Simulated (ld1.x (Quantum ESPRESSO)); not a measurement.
PBE TM semilocal dataset for N (Z = 7), scalar-relativistic all-electron reference.

The input file (ld1.x (Quantum ESPRESSO) 7.5):

```
&input
   title='N', zed=7., rel=1, dft='PBE', iswitch=3,
   config='[He] 2s2 2p2',
   nld=2, rlderiv=1.50, eminld=-4.0, emaxld=5.0, deld=0.02
 /
 &inputp
   pseudotype=1, tm=.true., lloc=1,
   nlcc=.true., new_core_ps=.true., rcore=0.55,
   file_pseudopw='N.pp', file_wfcaegen='ae.wfc', file_wfcncgen='nc.wfc'
 /
2
2S  1  0   2.00   0.00  0.70  0.70  0.0
2P  2  1   2.00   0.00  1.35  1.35  0.0
 &test
   configts(1)='2s2 2p2'
 /
```

Command:

```bash
ld1.x < N.in > N.out
```

Resulting log (shortened: banner, matrices, multipoles, cross overlaps and the repeated all-electron block are left out):

```
Program LD1 v.7.5
     --------------------------- All-electron run ----------------------------

     N
     scalar relativistic calculation

     atomic number is  7.00
     dft =PBE   lsd =0 sic =0 latt =0  beta=0.20 tr2=1.0E-14
     Exchange-correlation= PBE
                           (   1   4   3   4   0   0   0)
     mesh =1085 r(mesh) =  99.89202 a.u. xmin = -7.00 dx = 0.01250
     1 Ry =  13.60569312 eV, c = 137.03599908

     n l     nl                  e(Ry)          e(Ha)          e(eV)
     1 0     1S 1( 2.00)       -29.5229       -14.7614      -401.6791
     2 0     2S 1( 2.00)        -2.3859        -1.1930       -32.4622
     2 1     2P 1( 2.00)        -1.5206        -0.7603       -20.6884

     final scf error:  1.6E-15 reached in  19 iterations

     Etot =    -107.907526 Ry,     -53.953763 Ha,   -1468.156688 eV

     Ekin =     107.738032 Ry,      53.869016 Ha,    1465.850603 eV
     Encl =    -247.794457 Ry,    -123.897228 Ha,   -3371.415339 eV
     Eh   =      44.521546 Ry,      22.260773 Ha,     605.746486 eV
     Exc  =     -12.372647 Ry,      -6.186323 Ha,    -168.338437 eV

     normalization and overlap integrals

     s(1S/1S) =  1.000000  <r> =   0.2296  <r2> =    0.0713  r(max) =   0.1483
     s(2S/2S) =  1.000000  <r> =   1.2447  <r2> =    1.8543  r(max) =   0.9916
     s(2P/2P) =  1.000000  <r> =   1.2761  <r2> =    2.0630  r(max) =   0.9200

     ------------------------ End of All-electron run ------------------------

     --------------------- Generating NC pseudopotential ---------------------

      Generating local pot.: lloc=1, matching radius rcloc =   1.3500

      Computing core charge for nlcc:

       r > 0.55 : true rho core
      Core charge pseudized with two Bessel functions
      Integrated core pseudo-charge :   0.75

      Wfc   2S  rcut= 0.708  Using Troullier-Martins method

     ------------------- End of pseudopotential generation -------------------

     Computing logarithmic derivative in   1.50736
     Computing logarithmic derivative in   1.50736
     Computing the partial wave expansion
     R is outside the sphere for l=    0 j= 0.00
       no projector for channel:   1

     ---------------------- Testing the pseudopotential ----------------------

     N
     scalar relativistic calculation

     atomic number is  7.00   valence charge is  5.00
     dft =PBE   lsd =0 sic =0 latt =0  beta=0.20 tr2=1.0E-14
     mesh =1085 r(mesh) =  99.89202 xmin = -7.00 dx = 0.01250

     n l     nl             e AE (Ry)        e PS (Ry)    De AE-PS (Ry)
     1 0     2S   1( 2.00)       -2.38592       -2.38592       -0.00001
     2 1     2P   1( 2.00)       -1.52057       -1.52058        0.00001

     eps = 2.9E-15  iter = 14

     Etot =    -107.907526 Ry,     -53.953763 Ha,   -1468.156688 eV
     Etotps =   -19.900113 Ry,      -9.950057 Ha,    -270.754833 eV

     Ekin =      10.949263 Ry,       5.474631 Ha,     148.972308 eV
     Encl =     -39.902225 Ry,     -19.951113 Ha,    -542.897430 eV
     Ehrt =      11.543920 Ry,       5.771960 Ha,     157.063033 eV
     Ecxc =      -5.414258 Ry,      -2.707129 Ha,     -73.664727 eV
     (Ecc =      -1.537117 Ry,      -0.768558 Ha,     -20.913537 eV)
     Epseu=       2.923187 Ry,       1.461593 Ha,      39.771982 eV

     ---------------------- End of pseudopotential test ----------------------
```

Generation and configuration tests took about 0.8 s on one core of a shared server CPU.

Transferability test of the new file with ld1.x, input:

```
&input
   title='N', zed=7., rel=1, dft='PBE', iswitch=2,
   config='[He] 2s2 2p2'
 /
 &test
   file_pseudo='N.pp', nconf=8,
   configts(1)='2s2 2p2',
   configts(2)='2s2 2p3',
   configts(3)='2s2 2p1',
   configts(4)='2s2 2p0',
   configts(5)='2s0 2p5',
   configts(6)='2s2 2p3.3',
   configts(7)='2s1 2p0',
   configts(8)='2s1 2p4'
 /
```

```bash
ld1.x < N.test.in > N.test.out
```

Pseudopotential blocks of its output, shortened (energy terms left out):

```
     ---------------------- Testing the pseudopotential ----------------------

     n l     nl             e AE (Ry)        e PS (Ry)    De AE-PS (Ry)
     1 0     2S   1( 2.00)       -2.38592       -2.38592       -0.00001
     2 1     2P   1( 2.00)       -1.52057       -1.52058        0.00001

     eps = 4.0E-15  iter = 14

     Etot =    -107.907526 Ry,     -53.953763 Ha,   -1468.156688 eV
     Etotps =   -19.900113 Ry,      -9.950057 Ha,    -270.754834 eV

     ---------------------- End of pseudopotential test ----------------------

          ---------------------- Testing the pseudopotential ----------------------

     n l     nl             e AE (Ry)        e PS (Ry)    De AE-PS (Ry)
     1 0     2S   1( 2.00)       -1.36581       -1.36441       -0.00141
     2 1     2P   1( 3.00)       -0.52111       -0.52111        0.00001

     eps = 2.2E-15  iter = 16

     Etot =    -108.906480 Ry,     -54.453240 Ha,   -1481.748142 eV
     Etotps =   -20.899377 Ry,     -10.449688 Ha,    -284.350504 eV
     dEtot_ae =      -0.998953 Ry
     dEtot_ps =      -0.999263 Ry,   Delta E=       0.000310 Ry

     ---------------------- End of pseudopotential test ----------------------

          ---------------------- Testing the pseudopotential ----------------------

     n l     nl             e AE (Ry)        e PS (Ry)    De AE-PS (Ry)
     1 0     2S   1( 2.00)       -3.61318       -3.61097       -0.00220
     2 1     2P   1( 1.00)       -2.75706       -2.74893       -0.00813  !

     eps = 4.5E-15  iter = 21

     Etot =    -105.786813 Ry,     -52.893406 Ha,   -1439.302912 eV
     Etotps =   -17.782236 Ry,      -8.891118 Ha,    -241.939650 eV
     dEtot_ae =       2.120713 Ry
     dEtot_ps =       2.117877 Ry,   Delta E=       0.002836 Ry

     ---------------------- End of pseudopotential test ----------------------

          ---------------------- Testing the pseudopotential ----------------------

     n l     nl             e AE (Ry)        e PS (Ry)    De AE-PS (Ry)
     1 0     2S   1( 2.00)       -5.00709       -4.99058       -0.01651  !
     2 1     2P   1( 0.00)       -4.19522       -4.15683       -0.03839  !

     eps = 5.5E-15  iter = 15

     Etot =    -102.326325 Ry,     -51.163163 Ha,   -1392.220577 eV
     Etotps =   -14.342344 Ry,      -7.171172 Ha,    -195.137531 eV
     dEtot_ae =       5.581201 Ry
     dEtot_ps =       5.557769 Ry,   Delta E=       0.023432 Ry

     ---------------------- End of pseudopotential test ----------------------

          ---------------------- Testing the pseudopotential ----------------------

     n l     nl             e AE (Ry)        e PS (Ry)    De AE-PS (Ry)
     1 0     2S   1( 0.00)       -1.42868       -1.42405       -0.00463
     2 1     2P   1( 5.00)       -0.58014       -0.58016        0.00002

     eps = 7.0E-15  iter = 24

     Etot =    -107.213001 Ry,     -53.606501 Ha,   -1458.707192 eV
     Etotps =   -19.211917 Ry,      -9.605958 Ha,    -261.391441 eV
     dEtot_ae =       0.694525 Ry
     dEtot_ps =       0.688197 Ry,   Delta E=       0.006328 Ry

     ---------------------- End of pseudopotential test ----------------------

          ---------------------- Testing the pseudopotential ----------------------

     n l     nl             e AE (Ry)        e PS (Ry)    De AE-PS (Ry)
     1 0     2S   1( 2.00)       -1.11160       -1.10984       -0.00176
     2 1     2P   1( 3.30)       -0.27726       -0.27699       -0.00027

     eps = 4.8E-15  iter = 23

     Etot =    -109.025475 Ry,     -54.512738 Ha,   -1483.367158 eV
     Etotps =   -21.018338 Ry,     -10.509169 Ha,    -285.969051 eV
     dEtot_ae =      -1.117949 Ry
     dEtot_ps =      -1.118224 Ry,   Delta E=       0.000275 Ry

     ---------------------- End of pseudopotential test ----------------------

          ---------------------- Testing the pseudopotential ----------------------

     n l     nl             e AE (Ry)        e PS (Ry)    De AE-PS (Ry)
     1 0     2S   1( 1.00)       -6.43650       -6.41089       -0.02561  !
     2 1     2P   1( 0.00)       -5.70130       -5.63238       -0.06891  !

     eps = 2.1E-15  iter =  9

     Etot =     -96.606746 Ry,     -48.303373 Ha,   -1314.401742 eV
     Etotps =    -8.643653 Ry,      -4.321827 Ha,    -117.602891 eV
     dEtot_ae =      11.300780 Ry
     dEtot_ps =      11.256460 Ry,   Delta E=       0.044320 Ry

     ---------------------- End of pseudopotential test ----------------------

          ---------------------- Testing the pseudopotential ----------------------

     n l     nl             e AE (Ry)        e PS (Ry)    De AE-PS (Ry)
     1 0     2S   1( 1.00)       -1.39869       -1.39589       -0.00280
     2 1     2P   1( 4.00)       -0.55190       -0.55210        0.00019

     eps = 2.5E-15  iter = 20

     Etot =    -108.060693 Ry,     -54.030347 Ha,   -1470.240630 eV
     Etotps =   -20.055790 Ry,     -10.027895 Ha,    -272.872929 eV
     dEtot_ae =      -0.153167 Ry
     dEtot_ps =      -0.155677 Ry,   Delta E=       0.002510 Ry

     ---------------------- End of pseudopotential test ----------------------
```
